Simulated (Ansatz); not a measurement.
This Ansatz (a program for electronic structure) input (CCSD(T)/cc-pCVQZ) gives -25.28495 Eh with 114 basis functions. A basis named .json is the Basis Set Exchange file of that set (core-valence sets with the plain set on hydrogen).

Ansatz 0.2 input:
```yaml
crystal:
  periodic: [false, false, false]
  atoms:
    - {symbol: B, position_ang: [-0.00000000, -0.00000000, -0.20551333]}
    - {symbol: H, position_ang: [0.00000000, 0.00000000, 1.02756663]}
basis:
  gaussian:
    orbitals: cc-pCVQZ.json
magnetization: {spin_polarized: false}
correlation: {method: ccsd_t, frozen_orbitals: {B: 0, H: 0}}
```

Change:
```diff
- orbitals: cc-pCVQZ.json
+ orbitals: cc-pCVTZ.json
```

Problem. What does the run give now?

Solution. -25.27721 Eh (CCSD(T)/cc-pCVTZ, 57 functions), a change of +7.74 mEh.
